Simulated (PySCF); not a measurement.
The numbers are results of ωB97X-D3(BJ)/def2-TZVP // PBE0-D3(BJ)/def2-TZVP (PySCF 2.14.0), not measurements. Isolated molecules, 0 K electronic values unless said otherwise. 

Reference species (SMILES): `[CH3][GeH2]` (neutral, multiplicity 2).

| Property | Result |
|---|---|
| dipole moment | 0.80 D |

Changed species: `[CH2][GeH3]` (H atom removed from C1; the reference has H atom removed from Ge2).

Q: What does the change do to the dipole moment?

A: the dipole moment falls by 0.28 D, to 0.52 D.
